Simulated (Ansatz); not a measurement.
Geometry optimisation, RKS PBE/STO-3G (Ansatz 0.2.0).

input.yaml

```yaml
crystal:
  periodic: [false, false, false]
  atoms:
    - { symbol: Si, position_ang: [0.0, 0.0, 0.0] }
    - { symbol: "N", position_ang: [0.0, 0.0, 1.82] }
    - { symbol: H, position_ang: [-0.877, -0.2713, 2.35] }
    - { symbol: H, position_ang: [0.877, 0.2713, 2.35] }
    - { symbol: O, position_ang: [1.5842, 0.0, -0.5594] }
    - { symbol: H, position_ang: [1.9006, -0.9521, -0.6761] }
    - { symbol: C, position_ang: [-0.8808, 1.5259, -0.6227] }
    - { symbol: H, position_ang: [-1.9334, 1.2723, -0.8671] }
    - { symbol: H, position_ang: [-0.8624, 2.3106, 0.1622] }
    - { symbol: H, position_ang: [-0.3704, 1.9025, -1.5336] }
    - { symbol: O, position_ang: [-0.7913, -1.3709, -0.5594] }
    - { symbol: Si, position_ang: [-1.673, -2.4329, 0.3983] }
    - { symbol: H, position_ang: [-1.2634, -2.287, 1.792] }
    - { symbol: H, position_ang: [-3.0964, -2.1323, 0.2761] }
    - { symbol: H, position_ang: [-1.4264, -3.8036, -0.0398] }
basis:
  gaussian: { orbitals: STO-3G }
hamiltonian:
  xc: pbe
relax:
  f_tol: 0.02
  max_steps: 40
```

Command:

```bash
$ ansatz run input.yaml --threads 1 --pin off --max-ram 2048MiB --backend cpu --events-out ev --progress --plain --runs-dir out
```

Question: Where does it end, and by what steps?

Answer: The forces met the threshold. The force dipped under the threshold on the way, but the program's further checks kept it going. Limits of this set-up: minimal basis. After 22 steps the energy has fallen by 0.685 eV; H3 moved furthest, 1.20 Å.

```
step  energy less start (eV)  largest force component (eV/Å)  accepted
   0                  0.0000                           2.966       yes
   1                 -0.2909                           1.552       yes
   2                 -0.3862                           0.908       yes
   3                 -0.4334                           0.522       yes
   4                 -0.4901                           1.005       yes
   5                 -0.5219                           1.119       yes
   6                 -0.5605                           0.443       yes
   7                 -0.5974                           0.157       yes
   8                 -0.6173                           0.753       yes
   9                 -0.6403                           0.405       yes
  10                 -0.6549                           0.259       yes
  11                 -0.6475                           0.669        no
  12                 -0.6725                           0.147       yes
  13                 -0.6797                           0.064       yes
  14                 -0.6819                           0.104       yes
  15                 -0.6793                           0.380        no
  16                 -0.6829                           0.014       yes
  17                 -0.6833                           0.046       yes
  18                 -0.6837                           0.081       yes
  19                 -0.6842                           0.048       yes
  20                 -0.6846                           0.009       yes
  21                 -0.6848                           0.053       yes
  22                 -0.6850                           0.020       yes
```

```xyz
15
Properties=species:S:1:pos:R:3
Si 0.012 -0.026 0.070
N -0.379 -0.108 1.822
H -0.539 0.869 2.201
H 0.462 -0.442 2.375
O 1.656 0.243 -0.369
H 2.071 -0.699 -0.269
C -0.976 1.403 -0.657
H -2.023 1.380 -0.312
H -0.544 2.374 -0.362
H -0.983 1.364 -1.759
O -0.372 -1.568 -0.546
Si -1.539 -2.454 0.357
H -1.004 -3.028 1.591
H -2.759 -1.712 0.668
H -1.895 -3.564 -0.519
```

Whether the end is a true minimum wasn't checked by a vibrational analysis.

The run took 98 s on 1 thread of Arm Neoverse V1 (shared host), peak memory 0.16 GiB.
